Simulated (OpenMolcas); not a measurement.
## Cr2+ in CsCaF3: curves along the breathing mode

Cr2+ with its 6 nearest fluoride ions, on the Ca site of CsCaF3 (a = 4.526 Å, distance in the model lattice 2.263 Å). The rest of the host is ab initio model potentials to 7.6 Å, with orthogonalisation functions on the cations behind the ligands, and point charges beyond; the distance is set by hand and nothing relaxes. Ligand basis ANO-RCC-VDZP.

```json
{
 "Program": "OpenMolcas 26.06",
 "Method": "SS-CASPT2, IPEA 0.25 Eh, imaginary shift 0.1 Eh (closed shells correlated: 3s 3p and the ligand valence shells)",
 "Basis": "ANO-RCC-VDZP [5s4p2d1f]",
 "Scalar Hamiltonian": "DKH2, point nucleus",
 "Active space": "4 electrons in 5 orbitals (3d)",
 "State averaging": "2S+1 = 5 even, 5 roots; 2S+1 = 3 even, 45 roots; 2S+1 = 1 even, 50 roots",
 "Spin-orbit coupling": "RASSI with atomic mean-field integrals over the reference wave functions"
}
```

Spin-free energies (labels of O, the rotations of Oh) in cm-1 above the lowest fitted minimum, as all ligands move together:

```csv
R (Å),5E,5T2,3E,1T2,1E,1E(2),1E(3)
2.021,2240,14190,19840,19160,20770,31690,40500
2.068,320,10960,17960,18450,19950,29770,37290
2.116,110,9430,17790,19290,20690,29580,35870
2.164,1520,9970,19240,21570,22910,31040,36170
2.211,4400,11890,22130,25240,26450,34000,38070
2.259,8840,15390,26580,30330,31480,38540,41750
2.306,14700,20570,32460,36810,37820,44440,47110
```

Cubic fits give the following; the wavenumber is harmonic, with the mass of all moving ligands, small differences in it between states hang on the degree of the fit, a number in brackets counts states of one label, and the table is a selection of at most 14 states with clean curves.

```
State  R0 (Å)  Breathing mode (cm-1)  Minimum (cm-1)
   5E   2.099                    461               0
  5T2   2.130                    476            9440
   3E   2.098                    460           17670
  1T2   2.066                    439           18480
   1E   2.069                    442           19980
1E(2)   2.098                    466           29460
1E(3)   2.133                    473           35750
1E(4)   2.122                    476           57010
1E(5)   2.123                    473           75390
```

The minimum of 5T2 is shifted by +0.0314 Å against 5E (from the unrounded fits). With M = 114.0 u for the moving shell, the Huang-Rhys factor in this mode is S = M ω ΔR² / 2ħ = 0.01483 × 114.0 × 461 × 0.0314² = 0.77. Only the first shell moves, against a rigid host.

Roots that are degenerate in the reference are averaged as groups; the widest CASPT2 spread within a group is 2300 cm-1 (the 5-fold group of multiplicity 3 near 24600 cm-1 above the lowest state of its run, R = 2.164). Shifts and gaps below about the spread of the groups concerned are not significant. Over all roots computed the reference weight is 0.72 to 0.74 in R = 2.021, 0.72 to 0.74 in R = 2.068, 0.73 to 0.74 in R = 2.116, 0.73 to 0.74 in R = 2.164, 0.73 to 0.74 in R = 2.211, 0.73 to 0.74 in R = 2.259, 0.73 to 0.74 in R = 2.306; a low but even weight reflects the number of correlated electrons. An orbital doublet at a regular site is open to a Jahn-Teller distortion, which this geometry leaves out. Ligand-to-metal charge-transfer states are missing. These CASPT2 states fit no ligand-field parameters well, so their order and spin gaps are uncertain. With no ligand orbital active B as a rule stays too high, so bands that hang on it stand too high and its fall with covalency is understated. With one d shell and no ligand orbital active, 10Dq can be off by tens of per cent for divalent 3d ions, low with halides held by bare charges and at times high in hosts. Free-ion shares, where given, are those of the reference states; single-state CASPT2 does not remix them. This shell can be high or low spin here, a state of another spin lies low, and with metal d orbitals alone active their balance is uncertain, so the ground spin may be wrong (holds for R = 2.021). A group larger than the point group allows holds several states that coincide in this model. No measured value stands beside these numbers.
